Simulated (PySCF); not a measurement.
## TcCl3: from structure and modes to constants

Computed with UPBE0/[Tc def2-SVP with ECP28, Cl def2-SVP], scalar-relativistic core potentials, density fitting, no spin–orbit coupling, PySCF.

The quintet minimum has C2v symmetry. Masses (u): Tc 98.90722, Cl 34.96885.

```xyz
4
charge 0 multiplicity 5, angstrom
Tc   -0.1864    0.0000    0.0000
Cl    2.0436    0.0000    0.0000
Cl   -0.7581    2.2030    0.0000
Cl   -0.7582   -2.2030    0.0000
```

Harmonic wavenumbers (cm⁻¹): 72.8 (b2, ×1), 88.5 (b1, ×1), 99.6 (a1, ×1), 361.6 (a1, ×1), 417.3 (a1, ×1), 423.6 (b2, ×1).

Problem. Find the principal moments of inertia and the rotational constants. What kind of rotor is it?

Solution. About the centre of mass I = 189.68, 339.41, 529.09 u Å². With B = 16.8576/I this gives 0.08887, 0.04967, 0.03186 cm⁻¹. The molecule is an asymmetric top with κ = -0.38.

Problem. What is the harmonic zero-point energy?

Solution. Half the sum of all 6 wavenumbers, 1463/2 = 732 cm⁻¹, which is 8.8 kJ/mol (1 cm⁻¹ = 0.0119627 kJ/mol).

Problem. Find the vibrational entropy and heat capacity at 298.15 K.

Solution. With u = 1.43878 ω/T, each mode gives S = R[u/(eᵘ−1) − ln(1−e⁻ᵘ)] and C = R u² eᵘ/(eᵘ−1)².
```
ω (cm⁻¹)      u  S (J/(mol K))  C (J/(mol K))
    72.8  0.351          17.06           8.23
    88.5  0.427          15.45           8.19
    99.6  0.481          14.49           8.16
   361.6  1.745           4.67           6.49
   417.3  2.014           3.77           5.99
   423.6  2.044           3.68           5.94
```
The sums over all modes are S = 59.1 and C = 43.0 J/(mol K); the softest mode gives 29 % of the entropy.

Problem. Give the standard entropy (298.15 K, 1 bar) by its translational, rotational, vibrational and spin parts, and Cp.

Solution. Sackur–Tetrode with M = 203.81 u gives 175.2; rotation with symmetry number 2 gives 114.9; vibration 59.1; spin R ln 5 = 13.4. The total is 362.5 J/(mol K), and Cp = 4 R + 43.0 = 76.3 J/(mol K).

Other isomers or separated fragments may lie lower. With open d or f shells other occupations or spin states may lie lower.
